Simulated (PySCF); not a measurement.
ClK, charge -1, doublet, at the geometry of the source list (a state made from the parent by changing its charge; the spin is typed, not shown lowest) (in this run its highest filled SCF level lies above zero, so its values depend strongly on the basis, on diffuse functions most of all); M062X/3-21G in PySCF.

Here is a job for PySCF.
```python
from pyscf import gto, scf, dft

mol = gto.Mole()
mol.atom = '''
    K    -0.79280000   -0.70020000   -0.74460000
    Cl    0.79280000    0.70020000    0.74460000
'''
mol.basis = '3-21g'
mol.charge = -1
mol.spin = 1
mol.verbose = 4
mol.build()

mf = dft.UKS(mol)
mf.xc = 'm062x'
mf.kernel()
```

**Question.** What does PySCF print? Leave out banner, timings and long lists.

**Answer.** 
```
PySCF version 2.14.0

[INPUT] verbose = 4
[INPUT] num. atoms = 2
[INPUT] num. electrons = 37
[INPUT] charge = -1
[INPUT] spin (= nelec alpha-beta = 2S) = 1
[INPUT] symmetry False subgroup None
[INPUT] Mole.unit = angstrom
[INPUT] Symbol           X                Y                Z      unit          X                Y                Z       unit  Magmom
[INPUT]  1 K     -0.792800000000  -0.700200000000  -0.744600000000 AA   -1.498174871555  -1.323186232420  -1.407090072351 Bohr   0.0
[INPUT]  2 Cl     0.792800000000   0.700200000000   0.744600000000 AA    1.498174871555   1.323186232420   1.407090072351 Bohr   0.0

nuclear repulsion = 66.0684937281417
number of shells = 16
number of NR pGTOs = 66
number of NR cGTOs = 30
basis = 3-21g
ecp = {}

******** <class 'pyscf.dft.uks.UKS'> ********
method = UKS
initial guess = minao
damping factor = 0
level_shift factor = 0
DIIS = <class 'pyscf.scf.diis.CDIIS'>
diis_start_cycle = 1
diis_space = 8
diis_damp = 0
SCF conv_tol = 1e-09
SCF conv_tol_grad = None
SCF max_cycles = 50
direct_scf = True
direct_scf_tol = 1e-13
number electrons alpha = 19  beta = 18
XC library pyscf.dft.libxc version 7.1.2
    S. Lehtola, C. Steigemann, M. J. T. Oliveira, and M. A. L. Marques,  SoftwareX 7, 1–5 (2018)
XC functionals = m062x
    Y. Zhao and D. G. Truhlar,  Theor. Chem. Acc. 120, 215 (2008)
    Y. Zhao and D. G. Truhlar,  Theor. Chem. Acc. 120, 215 (2008)
radial grids:
    Treutler-Ahlrichs [JCP 102, 346 (1995); DOI:10.1063/1.469408] (M4) radial grids

becke partition: Becke, JCP 88, 2547 (1988); DOI:10.1063/1.454033
pruning grids: <function nwchem_prune>
grids dens level: 3
symmetrized grids: False
atomic radii adjust function: <function treutler_atomic_radii_adjust>
small_rho_cutoff = 0
Set gradient conv threshold to 3.16228e-05
tot grids = 38920
init E= -1054.0715794208

cycle= 1 E= -1054.88696028292  delta_E= -0.815  |g|= 0.267  |ddm|= 0.753
cycle= 2 E= -1054.91456233722  delta_E= -0.0276  |g|= 0.237  |ddm|= 0.919
cycle= 3 E= -1054.94880477805  delta_E= -0.0342  |g|= 0.0138  |ddm|= 0.369

cycle= 4 E= -1054.95022723706  delta_E= -0.00142  |g|= 0.00819  |ddm|= 0.171

cycle= 5 E= -1054.9506498805  delta_E= -0.000423  |g|= 0.00422  |ddm|= 0.102

cycle= 6 E= -1054.95085319063  delta_E= -0.000203  |g|= 0.000875  |ddm|= 0.15

cycle= 7 E= -1054.95085928572  delta_E= -6.1e-06  |g|= 0.000319  |ddm|= 0.0254

cycle= 8 E= -1054.95086033748  delta_E= -1.05e-06  |g|= 8.68e-05  |ddm|= 0.0157

cycle= 9 E= -1054.95086038146  delta_E= -4.4e-08  |g|= 2.95e-05  |ddm|= 0.00118

cycle= 10 E= -1054.95086038907  delta_E= -7.6e-09  |g|= 1.05e-05  |ddm|= 0.000581

cycle= 11 E= -1054.95086039008  delta_E= -1.02e-09  |g|= 1.64e-06  |ddm|= 0.000225

cycle= 12 E= -1054.9508603901  delta_E= -2.07e-11  |g|= 2.89e-07  |ddm|= 3.34e-05

Extra cycle  E= -1054.9508603901  delta_E= -1.82e-12  |g|= 1.08e-07  |ddm|= 3.32e-06
converged SCF energy = -1054.9508603901  <S^2> = 0.75360876  2S+1 = 2.0036055
```
